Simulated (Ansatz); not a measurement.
Program: Ansatz. Geometries: PBE0-D4/def2-TZVP. ΔE: electronic, gas phase. CCSD(T)/CBS adds triple-zeta CCSD(T) − MP2 to the extrapolated MP2 energy (def2 sets, frozen cores). Functionals use def2-TZVPP. B3LYP here is the variant with VWN-RPA as its local correlation; programs differ in this. def2 core potentials past Kr. For I outer-core shells are correlated without core-valence functions, which leaves a few kJ/mol of doubt a bond. One conformer a species, not always the lowest.

Reaction (formal exchange of groups at the Si–Cl bond): `[AlH2][NH][SiH2]Cl` + `CC([SiH3])I` → `[AlH2][NH][SiH2][SiH3]` + `CC(Cl)I`

| level | ΔE (kJ/mol) |
| --- | --- |
| PBE-D4 | 155.2 |
| B2PLYP | 177.1 |
| B3LYP | 169.4 |
| MP2/def2-TZVPP | 188.3 |
| SCS-MP2/def2-TZVPP | 184.6 |
| HF/def2-QZVPP | 193.5 |
| MP2/def2-QZVPP | 190.0 |
| CCSD/CBS(def2) | 182.6 |

(1) What does CCSD(T)/CBS give? (Estimate.)

Largest T1 diagnostic among the species: 0.013.

Results:

(1) Computed: +179.8 kJ/mol. The listed levels differ from it by -24.6, -2.7, -10.4, 8.5, 4.8, 13.7, 10.2, 2.8 kJ/mol.

From PBE to PBE0 (25 % exact exchange), in def2-TZVPP and without D4, ΔE moves by +11.4 kJ/mol. In def2-TZVPP, CCSD(T) changes the Hartree–Fock value by −15.3 kJ/mol (the triples alone add −2.8 kJ/mol) and MP2 by −4.4 kJ/mol.
